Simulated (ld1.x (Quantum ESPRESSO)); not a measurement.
Values are calculated unless marked as measured or tabulated.
# Potentials for aluminium compared

Generated with ld1.x 7.5 (TM, RRKJ, ultrasoft, PAW), atompaw 4.2 or ONCVPSP 4.0.1. The cutoff is in Ry: for ld1.x and atompaw files where the sum of valence levels is converged to 10 mRy in a Bessel basis, for ONCV files where the hardest occupied wave has 1 mHa per electron of residual kinetic energy. The error is the largest all-electron minus pseudo excitation energy over each file’s own four to seven test configurations (ionisations up to +4, promotions, holes and added fractions of an electron), all of which were solved. The labels leave out finer settings (local radius, basis sizes, second energies), which also bear on the numbers. Spin-polarised tests are not counted. The rows are a selection from randomly drawn settings: files with unsolved tests, undetermined cutoffs or missed reference levels are left out.

```tsv
potential	cutoff (Ry)	largest error (meV)	bound ghosts
ultrasoft, LDA (PZ), scalar-relativistic, rc 1.75/2.00 (sp), local smoothed, core correction no, reference 3s2 3p1	10	+77	none
ultrasoft, PBE, scalar-relativistic, rc 1.75/2.20/2.05 (spd), local smoothed, core correction yes, reference 3s2 3p1	10	+20	none
RRKJ, LDA (PZ), non-relativistic, rc 1.90/2.75/2.15 (spd), local s, core correction yes, reference 3s2 3p1	10	+21	none
RRKJ, PBE, non-relativistic, rc 1.80/1.80/1.75 (spd), local smoothed, core correction yes, reference 3s2 3p0	12	+6.4	none
TM semilocal, PBE, scalar-relativistic, rc 1.75/1.85/1.55 (spd), local d, core correction no, reference 3s1 3p0	10	+49	none
RRKJ, PBEsol, non-relativistic, rc 1.80/2.10/1.85 (spd), local smoothed, core correction no, reference 3s2 3p1	10	+25	none
```

Task: Fill in the row for Al: ultrasoft, PBE, non-relativistic, rc 2.30/2.54 (sp), local smoothed, core correction no, reference 3s2 3p1.

Result: cutoff 6 Ry, largest error +49 meV, bound ghosts: none.
